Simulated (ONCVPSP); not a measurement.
**Configuration tests for O (ONCV)**

- Element: O
- Generator: ONCVPSP 4.0.1
- Type: optimised norm-conserving Vanderbilt (ONCV)
- Functional: PBEsol
- Relativity: scalar-relativistic
- Frozen core: none
- Valence charge: 8
- Reference configuration: 1s2 2s2 2p3.75 (charge +0.25)
- Partial waves: 1s+2s: rc 0.40 bohr, ncon 4, nbas 8, qcut 39.1 1/bohr, 3 projectors, debl 2.1 Ha; 2p: rc 1.90 bohr, ncon 4, nbas 7, qcut 8.3 1/bohr, 2 projectors, debl 2.4 Ha
- Local potential: polynomial inside 0.30 bohr (lpopt 5, dvloc0 2 Ha)
- Core correction: none

Energies are relative to the spin-unpolarised reference configuration 1s2 2s2 2p3.75; without spin polarisation the order of configurations can differ from experiment.

| valence configuration | charge | ΔE all-electron (eV) | error AE − PS (meV) |
| --- | --- | --- | --- |
| 1s2 2s2 2p4 | 0 | -2.675 | +2.8 |
| 1s2 2s2 2p3 | +1 | 13.685 | +46 |
| 1s2 2s2 2p2 | +2 | 47.163 | +430 |
| 1s1 2s2 2p4 | +1 | 550.060 | +1578 |

Note: no bound ghost flagged; GHOST(+) flagged for p at 48.7 eV.
